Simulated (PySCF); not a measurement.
**Correlation energy of Si (silicon, neutral)**

[Ne] 3s2 3p2, high-spin 3P determinant. All numbers are calculated (PySCF 2.14, no relativity, point nucleus, in cc-pV(T+d)Z). Frozen: [Ne]; 4 electrons correlated.

MP2 pair energies summed by pair of shells (mhartree):

```tsv
pair	energy	share (%)
3s-3p	-34.12	60.8
3s-3s	-16.29	29.0
3p-3p	-5.72	10.2
```

Total MP2 correlation energy: -56.13 mhartree.

Same-spin part -9.77 and opposite-spin part -46.36 mhartree; SCS-MP2 scales them by 1/3 and 6/5 to -58.89 mhartree.

```tsv
level	correlation energy (mhartree)
CCSD	-74.47
(T)	-2.48
CCSD(T)	-76.95
```

Diagnostics: T1 = 0.012, D1 = 0.0301, largest double amplitude 0.100.

Cost of the coupled-cluster step: 0.69 s of wall time on 1 thread of Neoverse-N1 (shared host), for 4 correlated electrons.

Iterations:

```
CC2 = 0
CCSD nocc = (np.int64(3), np.int64(1)), nmo = (34, 34)
frozen orbitals [[0, 1, 2, 3, 4], [0, 1, 2, 3, 4]]
max_cycle = 100
direct = 0
conv_tol = 1e-08
conv_tol_normt = 1e-06
diis_space = 8
diis_start_cycle = 0
Init t2, MP2 energy = -0.0561267393926848
Init E_corr(UCCSD) = -0.0561267393929963
cycle = 1  E_corr(UCCSD) = -0.0686051764104017  dE = -0.012478437  norm(t1,t2) = 0.0552595
cycle = 2  E_corr(UCCSD) = -0.0721493708376322  dE = -0.00354419443  norm(t1,t2) = 0.0219978
cycle = 3  E_corr(UCCSD) = -0.0744409220037904  dE = -0.00229155117  norm(t1,t2) = 0.0106193
cycle = 4  E_corr(UCCSD) = -0.0744517907349384  dE = -1.08687311e-05  norm(t1,t2) = 0.00219626
cycle = 5  E_corr(UCCSD) = -0.0744700818546099  dE = -1.82911197e-05  norm(t1,t2) = 0.000349399
cycle = 6  E_corr(UCCSD) = -0.0744643434067258  dE = 5.73844788e-06  norm(t1,t2) = 8.59328e-05
cycle = 7  E_corr(UCCSD) = -0.0744675146051487  dE = -3.17119842e-06  norm(t1,t2) = 1.4746e-05
cycle = 8  E_corr(UCCSD) = -0.0744667694363648  dE = 7.45168784e-07  norm(t1,t2) = 3.4949e-06
cycle = 9  E_corr(UCCSD) = -0.0744667526639109  dE = 1.6772454e-08  norm(t1,t2) = 6.59593e-07
cycle = 10  E_corr(UCCSD) = -0.0744667761655151  dE = -2.35016042e-08  norm(t1,t2) = 1.9411e-07
cycle = 11  E_corr(UCCSD) = -0.0744667774868832  dE = -1.3213681e-09  norm(t1,t2) = 3.80231e-08
UCCSD converged
E(UCCSD) = -288.93095791787  E_corr = -0.07446677748688321
UCCSD(T) correction = -0.00247938171980381
```
